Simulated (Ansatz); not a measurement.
Total energies of the cluster Te2Pb⁺ from Ansatz at r2SCAN-D4/def2-TZVP, gas phase (1 Eh = 27.2114 eV = 2625.5 kJ/mol). The reference geometry is relaxed at PBE0-D4/def2-SVP.

```xyz
3

Pb   -0.676    0.863   -1.337
Te   -0.855   -1.004    0.903
Te    1.532    0.141    0.434
```

| state | geometry | energy (Eh) |
| --- | --- | --- |
| charge 1 doublet | reference | -729.07814 |
| charge 0 singlet | reference | -729.32843 |
| charge 1 quartet | relaxed at PBE0-D4/def2-SVP | -729.01043 |

In the def2 sets Pb, Te take a core potential; there is no spin–orbit coupling.

Question: Work out the vertical electron affinity, to the singlet.

Answer: E(charge 1 doublet) − E(charge 0 singlet) = -729.07814 − (-729.32843) = 0.25029 Eh = 6.81 eV.

Question: Which of the charge 1 states is lowest, and how far above it are the others?

Answer: The doublet. quartet: -729.01043 − (-729.07814) = 0.06771 Eh = 177.8 kJ/mol.

The structure comes from a short search, and lower isomers may exist.
